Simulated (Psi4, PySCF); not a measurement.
PySCF was given this input:
```python
from pyscf import gto, scf, dft

mol = gto.M(
    atom='''
Ga    0.501768    0.313517    0.109440
C    -0.421486    1.586176   -1.419512
H    -1.349949    1.963541   -0.994626
H    -0.632999    0.938123   -2.268130
H     0.230507    2.404827   -1.710429
Cl   -0.663144   -1.443681    0.593977
''',
    basis='def2-tzvp',
    charge=0,
    spin=1,
    verbose=4,
)

mf = dft.UKS(mol)
mf.xc = 'wb97x'
mf.grids.atom_grid = (99, 590)
mf.grids.prune = None
mf.kernel()
```

**Question.** Give the equivalent Psi4 input.

**Answer.** Several could match; the one computed here: 
```
memory 2 GB

molecule {
0 2
  Ga    0.50176795    0.31351713    0.10944034
  C    -0.42148577    1.58617638   -1.41951157
  H    -1.34994940    1.96354136   -0.99462624
  H    -0.63299857    0.93812317   -2.26812967
  H     0.23050747    2.40482668   -1.71042882
  Cl   -0.66314421   -1.44368120    0.59397669
}

set basis def2-tzvp
set reference uks
set scf_type pk
set puream true
set d_convergence 1e-8
set dft_radial_points 99
set dft_spherical_points 590

energy('wb97x')
print_variables()
```

Both were run: PySCF gave -2425.042420 Eh and Psi4 -2425.042399 Eh, 0.020 mEh apart.
